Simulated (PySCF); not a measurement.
1-ethenoxypropa-1,2-diene (C5H6O), SMILES O(C=C)C=C=C. Geometry: B3LYP-D3(BJ)/def2-SVP. One conformer was computed; it need not be the lowest.

Problem. Give the equilibrium geometry at B3LYP-D3(BJ)/def2-SVP (PySCF confirms it by a frequency run) as Cartesian coordinates in Å. (The exact figures need the calculation; the answer reports its results.)

Solution. Several could match; the one computed here: 
```xyz
12

C      2.7311     0.7270     0.6344
C      1.5993     0.2915     0.1435
C      0.4862    -0.1606    -0.3857
O     -0.4799    -0.7958     0.3585
C     -1.7847    -0.5606     0.0543
C     -2.2778     0.4165    -0.7142
H      3.6001     0.0668     0.7471
H      2.8544     1.7677     0.9583
H      0.2869    -0.1017    -1.4636
H     -2.4210    -1.3002     0.5477
H     -1.6513     1.1830    -1.1734
H     -3.3549     0.4688    -0.8770
```
Charge 0, spin multiplicity 1.
